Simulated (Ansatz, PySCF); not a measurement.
Reaction R1 + R2 → P1 + P2, each structure at its B3LYP-D3(BJ)/def2-TZVP stationary point, reached from a drawn start (curvature not checked).
R1: FH3O3Si (SMILES O[Si](O)(O)F), charge 0, multiplicity 1.
P1: H4O4Si (SMILES O[Si](O)(O)O), charge 0, multiplicity 1.
P2: HF (SMILES F), charge 0, multiplicity 1.
R2, H2O (SMILES O) (charge 0, multiplicity 1):
```tsv
atom	x (Å)	y (Å)	z (Å)
O	0.0000	0.0000	0.3896
H	0.0000	0.7650	-0.1948
H	0.0000	-0.7650	-0.1948
```

P less R. No zero-point or thermal terms. One arrangement of each flexible species, with no search for the lowest.

Correlated levels freeze the cores.

The values were computed with Ansatz (a first-principles code) with Gaussian orbitals; PySCF for the D3/D4 terms. All values are computed, each at the level named.

Question: Estimate the reaction energy that wB97M-V/def2-TZVPP returns for this input.

Answer: 410 meV

Question: Give the reaction energy at the level CCSD(T)/cc-pV(T+d)Z.

Answer: 387 meV

Question: What is the computed reaction energy (CAM-B3LYP-D3(BJ)/def2-TZVPP)?

Answer: 427 meV
